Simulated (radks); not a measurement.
Valence configurations of Dy I (all share [Xe]). Method: scalar-relativistic Kohn-Sham, LDA (Slater exchange, Perdew-Wang correlation), spin-polarised, spherical densities, finite nucleus; open shells are filled with parallel spins first (spin-orbit coupling, left out, can overturn this in heavy ions); Fermi nuclear charge, rms radius 5.2218 fm; computed with a radial shooting solver on a logarithmic mesh with Libxc functionals. Energies are relative to 4f10 6s2; eigenvalues in eV for spin up.

valence           E (eV)  moment (Bohr magnetons)    e(4f)   e(5d)   e(6p)   e(6s)
4f10 6s2           0.000                        4   -4.523       -       -  -3.954
4f10 6s1.5 6p0.5   1.220                        5   -5.199       -  -1.713  -4.550
4f10 5d1 6s1       2.049                        6   -3.524  -1.259       -  -3.990
4f9 5d2 6s1        3.284                        8   -9.251  -2.150       -  -4.392
4f9 6s2 6p1        4.081                        6  -14.132       -  -2.423  -5.961
4f10 5d2           4.799                        6   -3.143  -1.139       -       -
4f10 5d0.5 6p1.5   4.917                        6   -5.815  -2.787  -2.248       -
4f10 6p2           5.290                        6   -7.070       -  -2.593       -
4f8 6s2 6p2       16.419                        8  -25.195       -  -3.454  -7.803

NIST lists [Xe] 4f10 6s2 as the ground configuration; this level of theory agrees among the configurations tried. The energies are those of spherical high-spin densities, not of single terms. No valid solution was reached for [Xe] 4f11 6s1.
